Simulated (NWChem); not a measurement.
A series in which one site is exchanged, each optimised at PBE0/def2-SVP with NWChem, gas phase unless a solvent is named. 

A: [CH3][AlH][CH3] (C2H7Al; site = Al)
B: [GaH]([CH3])[CH3] (C₂H₇Ga; site = Ga)
C: CBC (C2H7B; site = B)

### Question
Rank them by static polarisability, PBE0/def2-SVPD (bohr³), lowest first.

### Answer
C (42.0), A (54.8), B (56.2)
